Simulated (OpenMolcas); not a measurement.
W4+ (d2) in a complex was computed by SS-CASPT2, IPEA 0.25 Eh, imaginary shift 0.1 Eh with the d shell active (OpenMolcas, ANO-RCC-VDZP on the metal). Its lowest spin-free states, and all those of the highest spin:

```
2S+1  Degeneracy  E (cm-1)
   3           1         0
   1           2      7510
   3           3      9010
   3           3     13250
   1           1     14040
   1           3     15520
   1           3     17580
   3           3     20760
   1           2     24230
   1           3     26500
   1           1     35610
```

**Question.** Is the site octahedral, tetrahedral or cube-like, axial, or of lower symmetry?

**Answer.** The states with 2S+1 = 3 have orbital degeneracies 1, 3, 3, 3. Threefold states need a cubic site. For d2 at this spin an octahedron puts the threefold T1 below the threefold T2 and a tetrahedron or cube puts the single A2 below the threefold T2, so the site is a tetrahedron or a cube, which this pattern cannot tell apart. The first gap at this spin, 9010 cm-1, is |10Dq| in ligand-field theory. The run had W4+ with 4 ligands (oxide) in tetrahedral coordination (Td) at 2 Å. A charge of +1 e stands 2.6 Å behind each ligand. Ligand basis ANO-RCC-VDZP.

Roots that are degenerate in the reference are averaged as groups; the widest CASPT2 spread within a group is 310 cm-1 (the 3-fold group of multiplicity 3 near 9010 cm-1 above the lowest state of its run). Shifts and gaps below about the spread of the groups concerned are not significant. Over all roots computed the reference weight is 0.69 to 0.71; a low but even weight reflects the number of correlated electrons. The least metal-like active orbital is 72 % on the metal (Löwdin) and no ligand orbital is active, so the numbers are rough. The oxide ions are held by bare point charges, a crude embedding. Ligand-to-metal charge-transfer states are missing. These CASPT2 states fit no ligand-field parameters well, so their order and spin gaps are uncertain. With no ligand orbital active B as a rule stays too high, so bands that hang on it stand too high and its fall with covalency is understated. With one d shell and no ligand orbital active, 10Dq can be off by a tenth or more. The distance lies 5 % over the 1.91 Å that this model takes as the normal distance (a Shannon-type radius plus a fixed donor radius); by an R⁻⁵ law this alone changes a d-shell field by about -21 %. No measured value stands beside these numbers; the geometry is a model, was not optimised and need not be the one that this ion takes.
